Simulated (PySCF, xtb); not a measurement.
Al(Me)(NHMe)(OH) (C₂H₈AlNO), SMILES C[NH][Al]([CH3])[OH].

GFN2-xTB in xtb at its own geometry gives an orbital gap of 3.61 eV and a dipole moment of 0.27 D.

The structure is a stationary point at B3LYP-D3(BJ)/def2-SVP. The structure was generated by enumeration; whether it is a known compound was not checked. One conformer was computed; it need not be the lowest.

What does CAM-B3LYP/def2-TZVP in PySCF give? (An estimate is asked for; the answer gives what the named calculation found.)

gap 8.97 eV (levels -8.03 and 0.94 eV), dipole 1.71 D.
